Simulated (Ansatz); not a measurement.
BrMg, SMILES `[Mg][Br]` radical from Hartree–Fock to CCSD(T)

```xyz
2

Mg   -0.6946    0.8370    0.4696
Br    0.6946   -0.8370   -0.4696
```

The species carries charge 0 and has multiplicity 2. Correlated methods include outer-core shells of Br, Mg, which these sets cover unevenly. Scalar relativity is left out up to krypton. All single points use the PBE0-D4/def2-TZVP geometry. Frozen core, unrestricted reference, the Gaussian-basis code of Ansatz.

| basis | HF (Eh) | MP2 corr. |
| --- | --- | --- |
| def2-SVP | -2771.70890 | -0.24858 |
| def2-TZVPP | -2772.09643 | -0.45001 |
| def2-QZVPP | -2772.15442 | -0.80540 |

(1) Estimate the CCSD correlation energy and the (T) correction in each basis where they were run (hartree).

Answers

(1) 
```
     basis  CCSD corr.       (T)
  def2-SVP    -0.25160  -0.00516
def2-TZVPP    -0.46158  -0.01114
def2-QZVPP    -0.79662  -0.01663
```
